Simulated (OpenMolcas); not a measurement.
## Multiconfigurational calculation on Tm³⁺

Input:

```
&GATEWAY
Coord
1

Tm 0.0 0.0 0.0
Basis=ANO-RCC-VTZP
Group=XYZ
NoMove
AngMom=0.0 0.0 0.0
AMFI
&SEWARD
Relativistic=R04O02
&RASSCF
FileOrb=start.orb
Symmetry=1
Spin=3
nActEl=12 0 0
Inactive=15 12
Ras2=0 7
CIRoot=21 21 1
SDav=21
CIMx=300
Iter=120 100
PrWF=0.3
OrbListing=Nothing
MaxOrb=0
Atom
>>> COPY $Project.JobIph JOB001
&RASSCF
FileOrb=start.orb
Symmetry=1
Spin=1
nActEl=12 0 0
Inactive=15 12
Ras2=0 7
CIRoot=28 28 1
SDav=28
CIMx=300
Iter=120 100
PrWF=0.3
OrbListing=Nothing
MaxOrb=0
Atom
CIOnly
>>> COPY $Project.JobIph JOB002
&RASSI
NrOfJobIphs=2 21 27
1 2 3 4 5 6 7 8 9 10 11 12 13 14 15 16 17 18 19 20 21
1 2 3 4 5 6 7 8 9 10 11 12 13 14 15 16 17 18 19 20 21 22 23 24 25 26 27
IphNames
JOB001
JOB002
EJob
SpinOrbit
DIPRint=1.0
SOCoupling=1000.0
Subsets=2
MEES
Property=10
'ANGMOM' 1 'ANGMOM' 2 'ANGMOM' 3 'MLTPL  1' 1 'MLTPL  1' 2 'MLTPL  1' 3
'AMFI' 1 'AMFI' 2 'AMFI' 3 'MLTPL  2' 6
SOProperty=3
'ANGMOM' 1 'ANGMOM' 2 'ANGMOM' 3
```

Launched by
```bash
OMP_NUM_THREADS=1 MOLCAS_MEM=2252 MOLCAS_PROJECT=a pymolcas a.inp > a.log  # once for each step of the input, in one work folder
```

A driver script runs the steps one by one and writes start.orb anew before each from the orbitals found so far, so a CI-only block uses the converged orbitals of the first block.

Output, cut to the results:

```
--- SEWARD ---
Basis set label: TM.ANO-RCC...8S7P5D3F2G1H.

      Electronic valence basis set:
      ------------------
      Associated Effective Charge  69.000000 au
      Associated Actual Charge     69.000000 au
      Nuclear Model: Point charge

      Shell  nPrim  nBasis  Cartesian Spherical Contaminant
         s      25       8        X
         p      22       7        X
         d      15       5                 X
         f      11       3                 X
         g       4       2                 X
         h       2       1                 X
Relativistic=R04O02
                  Relativistic Douglas-Kroll-Hess integrals:
                    - DKH order of Hamiltonian: 4
                    - DKH order of Properties : 2
--- RASSCF ---
Wave function specifications:
      -----------------------------

      Number of closed shell electrons          54
      Number of electrons in active shells      12
      Max number of holes in RAS1 space          0
      Max nr of electrons in RAS3 space          0
      Number of inactive orbitals               27
      Number of active orbitals                  7
      Number of secondary orbitals              70
      Spin quantum number                      1.0
      State symmetry                             1
Orbital specifications:
      -----------------------

      Symmetry species                           1   2
                                                ag  au
      Frozen orbitals                            0   0
      Inactive orbitals                         15  12
      Active orbitals                            0   7
      RAS1 orbitals                              0   0
      RAS2 orbitals                              0   7
      RAS3 orbitals                              0   0
      Secondary orbitals                        36  34
      Deleted orbitals                           0   0
      Number of basis functions                 51  53
      Number of CSFs                            21
      Number of root(s) required                21
      Iter CI   SX   CI       RASSCF       Energy    max ROT     max BLB   max BLB  Level Ln srch  Step   QN
          iter iter root      energy       change     param      element    value   shift minimum  type update
 Nr of preliminary CI iterations:   1
      Total energies have been shifted. Add               -13000.00 au
        1   1    2    0  -561.62866919    0.00E+00  -1.03E-08   19  35 2 -5.88E-08   0.00   0.00    SX    NO
        2   1    2    0  -561.62866919   -2.55E-11   7.82E-09   19  35 2  6.18E-08   0.00   0.00    SX    NO
        3   1    2    0  -561.62866919   -3.64E-12  -8.56E-09   19  35 2 -6.96E-08   0.00   0.00    SX    NO
        4   1    2    0  -561.62866919   -1.82E-12   9.17E-09   19  35 2  7.43E-08   0.00   0.00    SX    NO
      Convergence after  4 iterations
        5   1    2    0  -561.62866919   -1.82E-12   9.17E-09   19  35 2 -7.84E-08   0.00   0.00    SX    NO
      Natural orbitals and occupation numbers for root  1
      sym 2:   1.998800   1.525071   1.476128   1.525071   1.998800   1.476128   2.000000
      Natural orbitals and occupation numbers for root  2
      sym 2:   1.999862   1.491751   1.508388   1.508388   2.000000   1.491751   1.999862
      Natural orbitals and occupation numbers for root  3
      sym 2:   1.466871   2.000000   1.466871   1.997637   1.535492   1.535492   1.997637
::    RASSCF root number  1 Total energy: -13561.66520481
::    RASSCF root number  2 Total energy: -13561.66520481
::    RASSCF root number  3 Total energy: -13561.66520481
::    RASSCF root number  4 Total energy: -13561.66520481
::    RASSCF root number  5 Total energy: -13561.66520481
::    RASSCF root number  6 Total energy: -13561.66520481
::    RASSCF root number  7 Total energy: -13561.66520481
::    RASSCF root number  8 Total energy: -13561.66520481
::    RASSCF root number  9 Total energy: -13561.66520481
::    RASSCF root number 10 Total energy: -13561.66520481
::    RASSCF root number 11 Total energy: -13561.66520481
::    RASSCF root number 12 Total energy: -13561.62866919
::    RASSCF root number 13 Total energy: -13561.62866919
::    RASSCF root number 14 Total energy: -13561.62866919
::    RASSCF root number 15 Total energy: -13561.62866919
::    RASSCF root number 16 Total energy: -13561.62866919
::    RASSCF root number 17 Total energy: -13561.62866919
::    RASSCF root number 18 Total energy: -13561.62866919
...
--- RASSI ---
SPIN-FREE ENERGIES:
  (Shifted by EMIN (a.u.) =     -13561.6652048146)

 SF State       Relative EMIN(au)   Rel lowest level(eV)    D:o, cm**(-1)      L_eff

     1             0.0000000000        0.0000000000              0.0000         5.0
     2             0.0000000000        0.0000000000              0.0000         5.0
     3             0.0000000000        0.0000000000              0.0000         5.0
     4             0.0000000000        0.0000000000              0.0000         5.0
     5             0.0000000000        0.0000000000              0.0000         5.0
     6             0.0000000000        0.0000000000              0.0000         5.0
     7             0.0000000000        0.0000000000              0.0000         5.0
     8             0.0000000000        0.0000000000              0.0000         5.0
     9             0.0000000000        0.0000000000              0.0000         5.0
    10             0.0000000000        0.0000000000              0.0000         5.0
    11             0.0000000000        0.0000000000              0.0000         5.0
    12             0.0365356257        0.9941850235           8018.6430         3.0
    13             0.0365356257        0.9941850235           8018.6430         3.0
    14             0.0365356257        0.9941850235           8018.6430         3.0
    15             0.0365356257        0.9941850235           8018.6430         3.0
    16             0.0365356257        0.9941850235           8018.6430         3.0
    17             0.0365356257        0.9941850235           8018.6430         3.0
    18             0.0365356257        0.9941850235           8018.6430         3.0
    22             0.0415847612        1.1315789988           9126.8001         4.0
    23             0.0415847612        1.1315789988           9126.8001         4.0
    24             0.0415847612        1.1315789988           9126.8001         4.0
...
```

Levels above the lowest, from the spin-orbit matrix, grouped by J:

```tsv
Configuration	Term	J	E (cm⁻¹)	Measured (cm⁻¹)	g	Term weight %	Second
4f¹²	³H	6	0.0	0.0	1.166	99	
4f¹²	³F	4	6813		1.108	53	35 ¹G
4f¹²	³H	5	8303	8217	1.033	100	
4f¹²	³H	4	13300	12547	0.968	59	34 ³F
4f¹²	³F	3	16322	14410	1.084	100	
4f¹²	³F	2	17691	15090	0.718	85	14 ¹D
4f¹²	¹G	4	21942	21174	0.974	58	29 ³H
4f¹²	¹D	2	34493		1.090	60	27 ³P
4f¹²	¹I	6	41488	35329	1.001	99	
4f¹²	³P	1	45724		1.501	100	
4f¹²	³P	2	46429	38532	1.358	73	26 ¹D
4f¹²	³P	0	47064			100
```

Against the 7 measured excited levels shown (the list in Tchang-Brillet, Wyart, Meftah and Ait Mammar, Atoms 6, 52 (2018)) the mean absolute deviation is 2900 cm-1; the largest miss in energy is 4f¹² ³P₂ [73 %]: computed 46429, measured 38532 cm⁻¹ (+20.5 %).

Without dynamic correlation excited terms often stand tens of per cent too high (terms of higher spin than the ground term too low), and those without a measured partner can miss by more than the paired ones. Terms from blocks run as CI alone lack orbitals of their own. Computed and measured levels are paired by configuration, term and J; levels that our copy of the source lacks, or whose pairing is in doubt (as where it misses far off the trend of its configuration), stay unpaired and out of the deviations. Only configurations of the active space appear. The first state left out of the spin-orbit step lies near 83000 cm-1 above the lowest spin-free state of the reference (among the parities and spins computed), and the list stops at four fifths of that energy or lower.

The RASSCF and RASSI steps took 36 s on 1 thread of Intel(R) Xeon(R) Platinum 8259CL CPU @ 2.50GHz (Skylake/Cascade Lake), with other jobs on the host; the integral step is not counted.

The term weight is that of the spin-free term in the level, not the purity of its configuration. A share in square brackets marks a mixed level and gives the weight of the term that names it.
